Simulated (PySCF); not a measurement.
Relaxation of triplet MoF₃⁺

All numbers come from UPBE0/[Mo def2-SVP with ECP28, F def2-SVP], scalar-relativistic core potentials, density fitting, no spin–orbit coupling, PySCF. A (50,194) grid was used.

A start at or just off a symmetric point, pushed along the force that breaks its symmetry, of C2v symmetry, free to break it:

```xyz
4
charge 1 multiplicity 3, angstrom
Mo    0.0355    0.0000    0.0000
F     1.7131    0.0000    0.0000
F    -0.9479    1.5453    0.0000
F    -0.9479   -1.5452    0.0000
```

Task: What forces act on the atoms at the start (eV/Å)?

Result: 
```json
{"atom": "Mo1", "Fx": "-5.09", "Fy": "0.00", "Fz": "0.00"}
{"atom": "F2", "Fx": "3.85", "Fy": "0.00", "Fz": "0.00"}
{"atom": "F3", "Fx": "0.62", "Fy": "-1.38", "Fz": "0.00"}
{"atom": "F4", "Fx": "0.62", "Fy": "1.38", "Fz": "0.00"}
```

Task: What does it relax to?

Result: It ends at C2v with Mo–F 1.763 Å, Mo–F 1.782 Å (×2); F–Mo–F 105.3°, F–Mo–F 127.4° (×2) (after a last refinement on a finer grid). A frequency run shows a minimum.

Task: How much energy is released, and in how many steps?

Result: 26.3 kJ/mol in 5 steps.

With open d or f shells other occupations or spin states may lie lower.

The relaxation took of the order of 70 core-seconds on a shared host.
